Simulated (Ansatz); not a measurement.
As₃P₅⁻. Total charge -1; doublet. Geometry PBE-D4/def2-SVP.

```xyz
8

P    -1.924   -1.175    1.281
P     0.197    0.544   -1.972
P     0.869   -1.285   -0.823
P    -0.945   -2.334   -0.253
P     1.572   -0.121    0.982
As   -0.581    0.635    1.709
As   -0.849    1.947   -0.398
As    1.661    1.789   -0.526
```

LC-ωPBE has ω = 0.4 bohr⁻¹. Another isomer (doublet) lies 0.07 eV lower at PBE0-D4/def2-TZVPD.

(1) Estimate the α-spin orbital energies around the gap (eV) in Ansatz with PBE-D4/def2-SVPD, PBE-D4/def2-TZVPD, r2SCAN-D4/def2-TZVPD, r2SCAN0-D4/def2-TZVPD, LC-ωPBE/def2-TZVPD.

## Answers

(1) 
```tsv
orbital	PBE-D4/def2-SVPD	PBE-D4/def2-TZVPD	r2SCAN-D4/def2-TZVPD	r2SCAN0-D4/def2-TZVPD	LC-ωPBE/def2-TZVPD
HOMO−5	-2.54	-2.60	-2.86	-3.72	-5.86
HOMO−4	-2.23	-2.29	-2.53	-3.36	-5.45
HOMO−3	-1.98	-2.03	-2.26	-3.10	-5.33
HOMO−2	-1.93	-1.99	-2.22	-3.09	-5.26
HOMO−1	-1.85	-1.92	-2.16	-3.01	-5.16
HOMO	-0.14	-0.26	-0.46	-1.21	-3.23
LUMO	0.76	0.65	0.71	1.31	3.14
LUMO+1	1.16	1.05	1.05	1.63	3.44
LUMO+2	1.40	1.27	1.39	2.01	3.83
LUMO+3	1.97	1.83	1.97	2.57	4.31
LUMO+4	2.22	2.08	2.21	2.90	4.83
LUMO+5	2.57	2.41	2.60	3.23	4.95
β HOMO	-1.63	-1.71	-1.87	-2.54	-4.45
β LUMO	0.35	0.24	0.35	1.01	2.85
```
